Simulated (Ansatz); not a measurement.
Total energies of BH₅OSSi (`OBS[SiH3]`).

Z-matrix (Å, degrees):
```
Si
S 1 2.136
H 1 1.493 2 110.4
H 1 1.481 2 108.8 3 -119.0
H 1 1.483 2 111.1 3 119.9
B 2 1.826 1 104.8 3 -18.1
O 6 1.345 2 127.3 1 3.2
H 6 1.193 2 114.5 1 -177.2
H 7 0.964 6 114.8 2 1.8
```

Charge 0, multiplicity 1. The geometry is a stationary point of PBE0-D4/def2-TZVP. It is one conformer, not always the lowest. Basis def2-TZVPP, the Gaussian-basis code of Ansatz.

RPA on PBE orbitals: Hartree–Fock energy of these orbitals -789.03026 Eh, correlation -1.10465 Eh (frozen core).

```csv
functional,energy without D4 (Eh),D4 term (kJ/mol)
PBE,-790.47040,-19.2
r2SCANh,-790.80497,-4.8
```

Problem. Give the same for LDA (SPW92), revPBE, BLYP, r2SCAN, B97M-V, PBE0, B3LYP, r2SCAN0, HSE06 (plane-wave form), BHLYP, CAM-B3LYP, LC-ωPBE, ωB97X-V, ωB97M-V, B2PLYP, PBE-QIDH. (Estimate.)

Solution. Ansatz gave: 
| functional | energy without D4 (Eh) | D4 term (kJ/mol) |
| --- | --- | --- |
| LDA (SPW92) | -787.53544 | – |
| revPBE | -790.75337 | -55.9 |
| BLYP | -790.88316 | -42.3 |
| r2SCAN | -790.81332 | -4.5 |
| B97M-V | -790.73573 | – |
| PBE0 | -790.54137 | -16.2 |
| B3LYP | -790.96955 | -31.4 |
| r2SCAN0 | -790.79346 | -5.3 |
| HSE06 (plane-wave form) | -790.52191 | -15.2 |
| BHLYP | -790.87114 | -25.0 |
| CAM-B3LYP | -790.89537 | -16.6 |
| LC-ωPBE | -790.65069 | – |
| ωB97X-V | -790.78409 | – |
| ωB97M-V | -790.83467 | – |
| B2PLYP | -790.59740 | – |
| PBE-QIDH | -790.35835 | – |

B3LYP takes the VWN-RPA correlation (the form of Gaussian; ORCA's B3LYP/G). HSE06 is the plane-wave form, built on full-range PBE exchange. The double hybrids freeze the cores in their second-order part.

LC-ωPBE has ω = 0.4 bohr⁻¹.
